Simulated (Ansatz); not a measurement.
Compare A (`[SiH3][O][GeH2][SiH3]`) with its isomer B (`O[SiH2][SiH2][GeH3]`).

Gas-phase electronic energies from Ansatz, PBE0-D4/def2-TZVP geometries. CCSD(T)/CBS adds triple-zeta CCSD(T) − MP2 to the extrapolated MP2 energy (def2 sets, frozen cores). DFT in def2-TZVPP. B3LYP here is the variant with VWN-RPA as its local correlation; programs differ in this. For Ge outer-core shells are correlated without core-valence functions, which leaves a few kJ/mol of doubt a bond. Scalar relativity is left out up to krypton. One conformer a species, not always the lowest.

A:

Z-matrix (Å, degrees):
```
Si
O 1 1.634
H 1 1.490 2 111.1
H 1 1.484 2 108.2 3 119.9
H 1 1.490 2 111.1 3 -120.1
Ge 2 1.786 1 133.3 3 60.1
Si 6 2.380 2 105.4 1 179.6
H 6 1.543 2 107.5 1 -58.9
H 6 1.543 2 107.5 1 58.1
H 7 1.485 6 109.6 2 -60.2
H 7 1.487 6 109.1 2 -179.9
H 7 1.485 6 109.6 2 60.3
```

B:

Z-matrix (Å, degrees):
```
Si
Si 1 2.335
O 1 1.654 2 105.8
H 1 1.493 2 109.8 3 -120.1
H 1 1.492 2 112.2 3 121.3
Ge 2 2.380 1 109.7 3 49.3
H 2 1.489 1 110.8 3 -71.9
H 2 1.490 1 108.8 3 169.3
H 3 0.958 1 117.8 2 179.2
H 6 1.538 2 110.0 1 54.3
H 6 1.539 2 111.0 1 174.1
H 6 1.536 2 110.4 1 -65.5
```

(1) Which is lower in electronic energy at CCSD(T)/CBS, and by how much? (Estimate.)

(2) Give E(B) − E(A) in kcal/mol with HF/def2-TZVPP, r2SCAN-D4, B2PLYP, PBE-D4, CCSD(T)/def2-TZVPP, B3LYP, ωB97M-V. (Estimate.)

Largest T1 diagnostic: 0.012.

## Answers

(1) Computed: A, by 7.3 kcal/mol.

(2) Ansatz gave: HF/def2-TZVPP 14.0, r2SCAN-D4 5.7, B2PLYP 9.0, PBE-D4 2.4, CCSD(T)/def2-TZVPP 8.2, B3LYP 8.1, ωB97M-V 7.9. None reverses the order clearly.

In def2-TZVPP, CCSD(T) changes the Hartree–Fock value by −5.8 kcal/mol (the triples alone add −0.6 kcal/mol) and MP2 by −4.7 kcal/mol. From PBE to PBE0 (25 % exact exchange), in def2-TZVPP and without D4, E(B) − E(A) moves by +1.0 kcal/mol.
